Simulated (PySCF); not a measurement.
The isolated species `CC[SiH]1C[SiH2]C1` is ionised with Mg Kα (hν = 1253.6 eV). Calculated photoelectron kinetic energies of its computed core levels, recoil neglected:

| line | kinetic energy (eV) |
| --- | --- |
| 1 | 1147.55 |
| 2 | 1147.31 |
| 3 | 1146.93 |
| 4 | 1146.68 |
| 5 | 964.32 |
| 6 | 963.60 |
| 7 | 963.00 |

Computed with delta-SCF UKS SCAN, pcX-2 on the ionised atom, pcseg-1 elsewhere, spin-free X2C in PySCF 2.14.0.

Convert to binding energies and name the level and atom behind each line. Numbering: `[CH3:1][CH2:2][SiH:3]1[CH2:4][SiH2:5][CH2:6]1`.

Against the vacuum level, binding energy = hν − kinetic energy.

```tsv
line	binding energy (eV)	level	atoms	environment
1	106.05	Si 2p3/2	Si3	SiH silicon
2	106.29	Si 2p3/2	Si5	SiH2 silicon
3	106.67	Si 2p1/2	Si3	SiH silicon
4	106.92	Si 2p1/2	Si5	SiH2 silicon
5	289.28	C 1s	C4/C6	sp3 carbon bound to silicon
6	290.00	C 1s	C2	sp3 carbon bound to silicon
7	290.60	C 1s	C1	methyl carbon
```

Out of reach at this photon energy: Si 1s (1845.8 and 1846.1 eV).

Where does line 1 move with hν = 1000.0 eV?

To 1000.0 − 106.05 = 893.95 eV; every photoline shifts by the change in photon energy, -253.6 eV.

The listed C 1s values span 1.32 eV, from C4/C6 (bonded to 2 H and 2 Si) to C1 (bonded to C and 3 H).

Give the binding energy of Si 2p3/2 of Si3 in hartree and in kJ/mol.

106.05 eV = 3.8973 Eh = 10232 kJ/mol.

Other core shells, valence and Auger electrons aren't listed. One atom of each set of topologically equivalent atoms was ionised and stands for the set; in this conformer not all members are related by symmetry, and their own values weren't computed. 2p3/2 and 2p1/2 are the ΔSCF energy of one spin-free 2p hole plus the eigenvalues of a spin–orbit and ligand-field matrix of the shell. 2p1/2 minus 2p3/2 (ligand field included): Si 0.62 eV. Isolated species at its PBE0-D3(BJ)/def2-SVP geometry (one conformer only).

Hardware: one thread of an Arm Neoverse V2 (shared host). Cost: 89 s wall.

Shape of the structure used: `[CH3:1][CH2:2][SiH:3]1[CH2:4][SiH2:5][CH2:6]1`: C1–C2–Si3–C4 -67°.
